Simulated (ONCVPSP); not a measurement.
**Zr (Z = 40), ONCV: configuration errors across variants**

ONCVPSP 4.0.1 input, shortened (lines: element, Z, core and valence counts, functional; n l f; lmax; l rc ep ncon nbas qcut; lloc lpopt rc5 dvloc0; l nproj debl; icmod fcfact rcfact), PBEsol, scalar-relativistic:

```
  Zr 40.00    6    4  -116133      upf
    1    0    2.00
    2    0    2.00
    2    1    6.00
    3    0    2.00
    3    1    6.00
    3    2   10.00
    4    0    2.00
    4    1    6.00
    4    2    2.00
    5    0    2.00
    2
    0    2.25    0.00    5    9    5.80
    1    1.25    0.00    4    8    6.90
    2    3.05    0.00    5   10    5.70
    4    5    0.90    0.00
    0    3    2.70
    1    2    0.80
    2    2    2.70
    0    0.00    0.00
```

In the p channel the program set the typed energies aside and used -1.192, 0.250 Ha.

All-electron excitation energies from the reference (eV): (1) 4s2 4p6 4d2 5s1 7.171; (2) 4s2 4p6 4d2 5s0 20.081; (3) 4s2 4p6 4d1 5s0 42.666; (4) 4s2 4p6 4d3 5s1 1.209.

2 further variants failed, have other tests or another functional or relativity, and are left out.

Errors AE − PS in meV (a dash: test not solved or not reliable):

| change | (1) | (2) | (3) | (4) | bound ghosts | GHOST(+) flags above zero |
| --- | --- | --- | --- | --- | --- | --- |
| base | -1.3 | -6.6 | +16 | +5.2 | none | s, p |
| d: qcut 7.3 | -1.4 | -6.1 | +11 | +2.3 | none | s, p |
| d: rc 3.84 | -1.5 | -17 | +62 | +28 | none | s, p, d |
| local potential polynomial inside 1.05 bohr (lpopt 1, dvloc0 0 Ha) | -1.3 | -6.7 | +16 | +5.2 | none | s |
| p: nproj 1 | -1.3 | -6.6 | +17 | +5.3 | none | s |

Problem. Give the same row for: p: debl 3.8.

Solution. -1.3, -6.6, +16, +5.3; bound ghosts: none; GHOST(+) flags above zero: s.
